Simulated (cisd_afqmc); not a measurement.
Species: F, charge 0, doublet.

Phaseless AFQMC (cisd_afqmc on Ansatz's integrals) in cc-pVTZ, frozen core: how the trial state and the time step act. The spread is the standard deviation of the local energy over walkers; bars are one sigma, widened where a walk drifts.

```csv
trial,step (1/Eh),walkers x blocks averaged,spread (Eh),energy (Eh)
CISD,0.005,94600,0.013,-99.6204 ± 0.0001
CISD,0.0025,52400,0.013,-99.6205 ± 0.0002
HF,0.005,486600,0.175,-99.6182 ± 0.0004
```

FCI in the same basis (Ansatz) gives -99.6205 Eh.
